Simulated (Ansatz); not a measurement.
Cl3Fe, multiplicity 10, at a GFN2-xTB geometry of the parent state (such geometries of metal compounds can be far from the true shape) (another spin typed on purpose, not shown lowest); HF/def2-SVP (Ansatz, a program for electronic structure).

The Ansatz input:
Ansatz 0.2 input:
```yaml
crystal:
  periodic: [false, false, false]
  atoms:
    - {symbol: Fe, position_ang: [-0.09061902, -0.36016981, -0.20402693]}
    - {symbol: Cl, position_ang: [1.97242024, -0.04348847, -0.35061360]}
    - {symbol: Cl, position_ang: [-0.67696321, -0.59021958, 1.79126336]}
    - {symbol: Cl, position_ang: [-1.15686324, 1.18455599, -1.12860857]}
basis:
  gaussian:
    orbitals: def2-SVP
hamiltonian:
  xc: hf
magnetization: {spin_polarized: false, initial_magnetization: 9}
```

### Question
Write the output that Ansatz gives for this input, abridged.

### Answer

```
Functional definition: HF
821 factors; integrals over basis functions are off by at most 9.7e-4 eV
mean field evaluation 1: about -71827.2101 eV, gradient 2.2e1 eV
mean field evaluation 2: about -71827.9066 eV, gradient 2.2e1 eV
mean field evaluation 4: about -71833.7510 eV, gradient 1.1e1 eV
mean field evaluation 8: about -71835.0186 eV, gradient 1.1e0 eV
mean field evaluation 16: about -71835.0383 eV, gradient 1.8e-1 eV
mean field evaluation 32: about -71835.0419 eV, gradient 1.1e-2 eV
mean field evaluation 64: about -71835.5725 eV, gradient 2.4e-6 eV
mean field evaluation 96: about -71778.1435 eV, gradient 3.7e1 eV
mean field evaluation 128: about -71797.6367 eV, gradient 3.7e1 eV
mean field evaluation 160: about -71761.7814 eV, gradient 4.3e1 eV
mean field evaluation 192: about -71800.1678 eV, gradient 3.9e1 eV
mean field evaluation 224: about -71787.8127 eV, gradient 4.3e1 eV
mean field evaluation 256: about -71764.3522 eV, gradient 4.5e1 eV
mean field evaluation 288: about -71802.9365 eV, gradient 6.7e1 eV
mean field evaluation 320: about -71835.0419 eV, gradient 2.1e-6 eV
mean field evaluation 352: about -71827.4056 eV, gradient 3.3e1 eV
mean field evaluation 384: about -71833.3364 eV, gradient 1.4e1 eV
mean field evaluation 416: about -71835.5081 eV, gradient 2.6e-1 eV
mean field evaluation 448: about -71835.1872 eV, gradient 3.6e0 eV
mean field evaluation 480: about -71834.7299 eV, gradient 4.6e-1 eV
mean field evaluation 512: about -71833.1203 eV, gradient 6.8e-1 eV
mean field evaluation 544: about -71825.0011 eV, gradient 4.2e1 eV
mean field evaluation 576: about -71832.8266 eV, gradient 4.5e0 eV
mean field evaluation 608: about -71835.4111 eV, gradient 2.0e0 eV
mean field evaluation 640: about -71834.4025 eV, gradient 3.3e-1 eV
mean field evaluation 672: about -71834.9495 eV, gradient 6.9e-1 eV
mean field evaluation 704: about -71834.1023 eV, gradient 1.0e0 eV
mean field evaluation 736: about -71834.7821 eV, gradient 1.1e1 eV
mean field evaluation 768: about -71834.4230 eV, gradient 3.8e0 eV
mean field evaluation 800: about -71823.0999 eV, gradient 3.0e1 eV
mean field evaluation 832: about -71828.2010 eV, gradient 1.5e1 eV
mean field evaluation 864: about -71834.5989 eV, gradient 2.5e0 eV
mean field evaluation 896: about -71820.6347 eV, gradient 3.8e1 eV
mean field -71835.57246187 eV, -2639.9085960739 hartree, gradient 2.4e-6 eV, S^2 24.750000; 11 other end points of the search recorded, 0 dependent functions left out
reference -71835.57246187 eV, -2639.9085960739 hartree; 43, 34 occupied and 42, 51 virtual orbitals, 821 factors
Total energy: -71835.57246187 eV, -2639.9085960739 hartree
```
